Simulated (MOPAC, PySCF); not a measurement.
[Y(F)3], neutral singlet in the gas phase. 

Z-matrix (Å, degrees):
```
Y
F 1 1.9998
F 1 1.9998 2 119.93
F 1 1.9998 2 120.01 3 177.37
```
Charge 0, spin multiplicity 1.

All levels are single points at this geometry (r2SCAN-D4/def2-SVP); Pople sets use spherical d functions. Orbital energies aren't observables, and empty levels follow the basis.

| level | HOMO (eV) | LUMO (eV) | gap (eV) | dipole (D) | vertical IE, Delta-SCF (eV) |
|---|---|---|---|---|---|
| B3LYP-D3(BJ)/def2-TZVP in PySCF | -10.24 | -2.79 | 7.45 | 0.24 | – |
| PBE-D3(BJ)/def2-TZVP in PySCF | -8.56 | -3.15 | 5.41 | 0.23 | – |
| TPSSh-D3(BJ)/def2-TZVP in PySCF | -9.41 | -2.61 | 6.80 | 0.24 | – |
| B3LYP/6-311+G** (LANL2DZ on Y) in PySCF | -10.45 | -3.22 | 7.24 | 0.25 | – |
| B3LYP/6-31G* (LANL2DZ on Y) in PySCF | -9.81 | -2.83 | 6.98 | 0.23 | 12.44 |
| B3LYP/LANL2DZ in PySCF | -10.23 | -3.17 | 7.06 | 0.25 | – |
| M06-2X/6-31G* (LANL2DZ on Y) in PySCF | -12.05 | -1.83 | 10.22 | 0.24 | – |
| SVWN5/6-31G* (LANL2DZ on Y) in PySCF | -8.38 | -3.30 | 5.07 | 0.21 | – |
| PM7 in MOPAC | -13.74 | -0.09 | 13.65 | 0.29 | – |
